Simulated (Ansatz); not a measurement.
Input file for Ansatz (a first-principles code): R-CCSD(T)/aug-cc-pV(D+d)Z on HCl (SMILES Cl). Files ending in .json are basis or fitting sets from the Basis Set Exchange.

Ansatz 0.2 input:
```yaml
crystal:
  periodic: [false, false, false]
  atoms:
    - {symbol: Cl, position_ang: [0.66261912, -0.26535882, 0.25137751]}
    - {symbol: H, position_ang: [-0.00026337, -0.38571534, 1.37779825]}
basis:
  gaussian:
    orbitals: aug-cc-pV_D+d_Z.json
magnetization: {spin_polarized: false}
correlation: {method: ccsd_t, electrons: outside_noble_gas}
scf: {lower_state_search: off}
```

Program output:

```
WARN ansatz: RAYON_NUM_THREADS=1 ignored (pool sized by the plan → 1); use --threads N
Functional definition: HF
these checks for a lower state are left out or cut short: stability, starts, cluster_reference, orbital_swaps, neighbouring_geometries, increment
integrals: 0.01 GiB planned
387 factors; integrals over basis functions are off by at most 4.3e-4 eV
mean field: 0.06 GiB planned
mean field evaluation 1: about -12519.3747 eV, gradient 1.0e1 eV
mean field evaluation 2: about -12519.3748 eV, gradient 1.0e1 eV
mean field evaluation 4: about -12519.7823 eV, gradient 1.1e0 eV
mean field evaluation 8: about -12519.7895 eV, gradient 1.6e-5 eV
mean field -12519.78954437 eV, -460.0937795375 hartree, gradient 7.5e-7 eV, S^2 0.000000; 0 other end points of the search recorded, 0 dependent functions left out
5 core orbitals not correlated
reference -12519.78954437 eV, -460.0937795375 hartree; 4, 4 occupied and 32, 32 virtual orbitals, 387 factors
second order -4.43433380 eV of doubles, -0.00000000 eV of singles
coupled cluster: 0.06 GiB planned
cycle   1  -4.81242360 eV  change   -3.8e-1 eV  update   3.9e-2
cycle   2  -4.91890937 eV  change   -1.1e-1 eV  update   1.2e-2
cycle   3  -4.92767314 eV  change   -8.8e-3 eV  update   2.9e-3
cycle   4  -4.92748128 eV  change    1.9e-4 eV  update   6.5e-4
cycle   5  -4.92725934 eV  change    2.2e-4 eV  update   1.3e-4
cycle   6  -4.92724603 eV  change    1.3e-5 eV  update   3.1e-5
cycle   7  -4.92725069 eV  change   -4.7e-6 eV  update   8.7e-6
perturbative correction -0.12207056 eV, -0.0044860102 hartree
Total energy: -12524.83886561 eV, -460.2793386705 hartree
Checks for a lower state left out: stability, starts, cluster_reference, orbital_swaps, neighbouring_geometries, increment
```

The calculation finished and met its thresholds.

Cost: about 0.19 core-seconds (a rough figure).
